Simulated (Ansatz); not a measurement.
Computed with Ansatz on PBE0-D4/def2-TZVP structures; ΔE is electronic, products minus reactants. CCSD(T)/CBS is the MP2 limit (def2-TZVPP, def2-QZVPP) plus CCSD(T) − MP2 in def2-TZVPP, frozen cores. This one scheme is used for every species. DFT in def2-TZVPP. For Ga outer-core shells are correlated without core-valence functions, which leaves a few kJ/mol of doubt a bond. Scalar relativity is left out up to krypton. One conformer a species, not always the lowest.

Reaction (formal exchange of groups at a Ga–S bond): `[CH3][GaH][S]S` + `CF` → `[CH3][GaH][CH2]F` + `SS`

`[CH3][GaH][S]S`:

Z-matrix (Å, degrees):
```
C
Ga 1 1.953
H 1 1.092 2 110.0
H 1 1.093 2 109.7 3 -118.1
H 1 1.089 2 110.9 3 121.2
S 2 2.224 1 120.5 3 -126.1
H 2 1.567 1 128.3 3 53.9
S 6 2.070 2 103.6 1 2.3
H 8 1.345 6 97.9 2 -95.9
```

`CF`:

Z-matrix (Å, degrees):
```
C
F 1 1.376
H 1 1.092 2 109.1
H 1 1.092 2 109.1 3 -120.0
H 1 1.092 2 109.1 3 120.0
```

`[CH3][GaH][CH2]F`:

```xyz
10

C    -0.270    1.600    0.607
Ga   -0.646   -0.031   -0.417
C     0.624   -1.567   -0.371
F     1.726   -1.304    0.443
H    -0.228    2.465   -0.061
H    -1.074    1.790    1.323
H     0.674    1.523    1.147
H    -1.941   -0.194   -1.301
H     0.997   -1.806   -1.375
H     0.138   -2.475    0.005
```

`SS`:

```xyz
4

S     1.091   -0.220    0.163
S    -0.535    0.974   -0.174
H     0.577   -0.991    1.140
H    -1.133    0.237   -1.129
```

| level | ΔE (kJ/mol) |
| --- | --- |
| ωB97X-V | 124.2 |
| MP2/def2-QZVPP | 135.1 |

What does CCSD(T)/CBS give? (Estimate.)

The calculation gave: +130.2 kJ/mol. The listed levels differ from it by -6.0, 4.9 kJ/mol.

Largest T1 diagnostic among the species: 0.013.

From PBE to PBE0 (25 % exact exchange), in def2-TZVPP and without D4, ΔE moves by +3.3 kJ/mol. The D4 term adds +6.7 kJ/mol with B3LYP and +3.7 kJ/mol with PBE0; it sums over pairs of atoms, weighted by their polarisabilities, and B3LYP, whose exchange is more repulsive, gets the larger term.

B3LYP here is the variant with VWN-RPA as its local correlation; programs differ in this.
